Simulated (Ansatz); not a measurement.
Program: Ansatz. Geometries: PBE0-D4/def2-TZVP. ΔE: electronic, gas phase. CCSD(T)/CBS adds triple-zeta CCSD(T) − MP2 to the extrapolated MP2 energy (def2 sets, frozen cores). Elements past krypton have def2 core potentials. For I, Zr outer-core shells are correlated without core-valence functions, which leaves a few kJ/mol of doubt a bond. One conformer a species, not always the lowest.

Reaction (redistribution): `CC[N](C)[Zr]([OH])([OH])[OH]` + `[Cl][Al]([Cl])[I]` → `[OH][Zr]([OH])([OH])[I]` + `CC[N](C)[Al]([Cl])[Cl]`

```
                       species  CCSD(T)/CBS(def2) energy (Eh)
`CC[N](C)[Zr]([OH])([OH])[OH]`                     -448.21760
           `[Cl][Al]([Cl])[I]`                    -1459.21603
     `[OH][Zr]([OH])([OH])[I]`                     -572.02632
      `CC[N](C)[Al]([Cl])[Cl]`                    -1335.42611
```

(1) Work out ΔE.

Largest T1 diagnostic among the species: 0.015.

Answers

(1) ΔE = (-572.02632) + (-1335.42611) − (-448.21760) − (-1459.21603) = -0.01880 Eh = -0.51 eV.

In def2-TZVPP, CCSD(T) changes the Hartree–Fock value by +0.17 eV (the triples alone add +0.02 eV) and MP2 by +0.16 eV. From PBE to PBE0 (25 % exact exchange), in def2-TZVPP and without D4, ΔE moves by −0.06 eV.
